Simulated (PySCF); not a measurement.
A structure optimised at r2SCAN-D4/def2-SVP, used in a PySCF frequency run:

```
N
H 1 1.0180
C 1 1.4563 2 111.96
H 3 1.1056 1 108.60 2 -170.90
H 3 1.1060 4 105.32 1 -117.63
C 3 1.4687 4 108.85 5 -116.56
C 6 1.2154 5 150.96 3 -175.97
H 7 1.0743 5 161.66 3 -177.76
Si 1 1.7435 2 116.32 3 147.47
H 9 1.4918 1 106.92 2 44.64
H 9 1.4937 10 110.96 1 -116.60
H 9 1.5007 10 108.01 11 -117.54
```
Charge 0, spin multiplicity 1.

Question: Write its SMILES and formula.

Answer: C#CCN[SiH3], C3H7NSi

Question: What are its rotational constants (standard atomic weights)?

Answer: 8.9247, 2.0285, 1.7837 GHz
